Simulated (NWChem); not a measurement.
Species: C₂H₆OSi; SMILES C=C[SiH2]O

```xyz
10

Si    -0.5753     0.7004    -0.0280
O      0.9716     1.3291    -0.0309
C     -0.5219    -1.1657     0.0456
C      0.6251    -1.8491    -0.0450
H     -1.2117     1.1743    -1.2889
H     -1.3712     1.2123     1.1347
H      1.4564     1.2696     0.7971
H     -1.4577    -1.7285     0.1683
H      1.5837    -1.3332    -0.1740
H      0.6632    -2.9435    -0.0014
```
Atoms are numbered in this order, from 1.

Computed with NWChem. Medium grid unless said otherwise, to which SCAN and Minnesota functionals are sensitive. All runs use the structure optimised with PBE0/def2-SVP. B3LYP is NWChem's, with the RPA form of VWN correlation. Total energies of different functionals are on different scales.

```tsv
level	energy (Ha)	highest occupied level (eV)	orbital gap (eV)	dipole (D)
PBE/def2-SVP	-443.9931	-6.68	5.39	1.55
B3LYP/def2-SVP	-444.3643	-7.61	7.15	1.61
PBE0/def2-SVP	-444.0379	-7.89	7.59	1.64
M06-2X/def2-SVP	-444.2497	-9.08	9.75	1.65
BLYP/def2-SVP	-444.2724	-6.49	5.39	1.54
CAM-B3LYP/def2-SVP	-444.2710	-9.18	10.14	1.64
```
